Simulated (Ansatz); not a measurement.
`F[SiH](F)[SiH](Cl)Cl`, relaxed with RKS PBE-D4/def2-SVP in Ansatz 0.2.0 from a rough embedded geometry. The force threshold is 0.03 eV/Å; the program also tests the step.

Total charge 0; spin multiplicity 1.

Start:

```xyz
8

F    -1.186   -1.240    1.689
Si    0.027   -1.031    0.601
F    -0.025   -2.285   -0.397
Si   -0.104    0.874   -0.572
Cl    1.387    1.174   -1.935
Cl   -0.044    2.597    0.611
H     1.327   -1.100    1.372
H    -1.382    1.012   -1.369
```

```
step  energy (eV)  largest force (eV/Å)  largest move (Å)
   1  -46231.8613                 2.529             0.000
   2  -46232.0612                 0.573             0.195
   3  -46232.1096                 0.398             0.088
   4  -46232.1145                 0.197             0.016
   5  -46232.1161                 0.089             0.010
   6  -46232.1168                 0.069             0.013
   7  -46232.1172                 0.009             0.018
```

End:

```xyz
8

F    -1.169   -1.158    1.656
Si    0.081   -1.026    0.615
F     0.003   -2.298   -0.404
Si   -0.177    0.950   -0.627
Cl    1.432    1.042   -1.940
Cl   -0.086    2.524    0.728
H     1.363   -1.101    1.386
H    -1.447    1.067   -1.414
```

It took 9.1 s on 4 threads of a server CPU on a shared host, with 0.16 GiB of host memory at the peak.
